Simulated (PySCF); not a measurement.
**A survey of $^{29}$Si NMR shifts**

Method: geometry from GFN2-xTB, GIAO PBE0/pcSseg-1 shieldings, in PySCF 2.14.0 with density-fitted response routines (single conformer, non-relativistic Hamiltonian, no solvent model, rapidly exchanging positions averaged).

Shieldings were converted by a linear fit to measured shifts: $^{29}$Si (scatter 8.9 ppm rms, 25.8 ppm with the 6 outliers that the fit left out vs TMS, solution or neat liquid). A few per cent of atoms miss by over 2 rms, more outside the fitted compound classes.

Task: Give the $^{29}$Si shifts of `CCO[SiH2]C#CC#CC=O`, `N[SiH2]CCNCC(F)(F)F`, `N[SiH2]NCCCC(F)(F)F`, `N[SiH2]NCCCC(F)(F)F`, `O[SiH2]O[SiH]1OCCO1`, `O=CO[Si](O)(O)C[SiH3]`, `CC(C)N[SiH2]N[SiH2]N`, `C#CC(=C=S)[SiH2]C1CC1`, `CN[Si@@H](N)NCC[SiH3]`, `C#C[Si](O)(O)O[SiH2]SC`, `[SiH3]c1ccsc1[SiH3]`, `CC(C)(N[SiH2]N)C(F)(F)F`, `CC(C)(N[SiH2]N)C(F)(F)F`.

Result: 
```csv
compound,environment,δ (ppm)
CCO[SiH2]C#CC#CC=O,"silicon bonded to C, O, 2 H",-51.8
N[SiH2]CCNCC(F)(F)F,"silicon bonded to C, N, 2 H",-32.9
N[SiH2]NCCCC(F)(F)F,"silicon bonded to 2 N, 2 H",-33.8
N[SiH2]NCCCC(F)(F)F,"silicon bonded to 2 N, 2 H",-33.8
[OH:1][SiH2:2][O:3][SiH:4]1[O:5][CH2:6][CH2:7][O:8]1,"Si2: silicon bonded to 2 O, 2 H",-34.6
[OH:1][SiH2:2][O:3][SiH:4]1[O:5][CH2:6][CH2:7][O:8]1,"Si4: silicon bonded to 3 O, H, in a 5-membered ring",-39.4
[O:1]=[CH:2][O:3][Si:4]([OH:5])([OH:6])[CH2:7][SiH3:8],"Si4: silicon bonded to C, 3 O",-37.0
[O:1]=[CH:2][O:3][Si:4]([OH:5])([OH:6])[CH2:7][SiH3:8],"Si8: silicon bonded to C, 3 H",-68.0
[CH3:1][CH:2]([CH3:3])[NH:4][SiH2:5][NH:6][SiH2:7][NH2:8],"Si7: silicon bonded to 2 N, 2 H",-39.5
[CH3:1][CH:2]([CH3:3])[NH:4][SiH2:5][NH:6][SiH2:7][NH2:8],"Si5: silicon bonded to 2 N, 2 H",-40.6
C#CC(=C=S)[SiH2]C1CC1,"silicon bonded to 2 C, 2 H",-25.8
[CH3:1][NH:2][Si@@H:3]([NH2:4])[NH:5][CH2:6][CH2:7][SiH3:8],"Si3: silicon bonded to 3 N, H",-36.7
[CH3:1][NH:2][Si@@H:3]([NH2:4])[NH:5][CH2:6][CH2:7][SiH3:8],"Si8: silicon bonded to C, 3 H",-71.1
[CH:1]#[C:2][Si:3]([OH:4])([OH:5])[O:6][SiH2:7][S:8][CH3:9],"Si7: silicon bonded to O, S, 2 H",-19.2
[CH:1]#[C:2][Si:3]([OH:4])([OH:5])[O:6][SiH2:7][S:8][CH3:9],"Si3: silicon bonded to C, 3 O",-72.7
[SiH3:1][c:2]1[cH:3][cH:4][s:5][c:6]1[SiH3:7],"Si1: silicon bonded to C, 3 H",-73.4
[SiH3:1][c:2]1[cH:3][cH:4][s:5][c:6]1[SiH3:7],"Si7: silicon bonded to C, 3 H",-74.9
CC(C)(N[SiH2]N)C(F)(F)F,"silicon bonded to 2 N, 2 H",-39.5
CC(C)(N[SiH2]N)C(F)(F)F,"silicon bonded to 2 N, 2 H",-39.5
```
